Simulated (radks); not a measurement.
Results of a calculation; reference values are marked as such.
Ta+, 72 electrons, occupied as [Xe] 4f14 5d3 6s1. Code: a radial shooting solver on a logarithmic mesh with Libxc functionals. Model: scalar-relativistic Kohn-Sham, LDA (Slater exchange, Perdew-Wang correlation), spin-unpolarised, spherical densities, point nucleus.

Radial electron density D(r) = 4 pi r^2 rho(r):

r (bohr),D(r) (e/bohr)
0.001467,12.95
0.001988,20.05
0.002694,30.22
0.003652,43.90
0.004949,60.68
0.006707,78.52
0.00909,93.21
0.01232,99.58
0.0167,95.67
0.02263,88.69
0.03067,93.85
0.04156,116.6
0.05633,133.8
0.07634,119.9
0.1026,102.7
0.1391,116.9
0.1885,113.0
0.2555,70.47
0.3463,65.64
0.4693,71.09
0.636,43.07
0.8619,21.70
1.168,13.52
1.583,6.779
2.146,2.688
2.908,1.142
3.941,0.3964
5.341,0.06938
7.239,0.004412

D(r) has 4 maxima, at r = 0.0126, 0.0577, 0.161, 0.426 bohr, and minima at 0.0243, 0.104, 0.302 bohr, inside which lie 1.91, 11.12, 29.87 electrons.
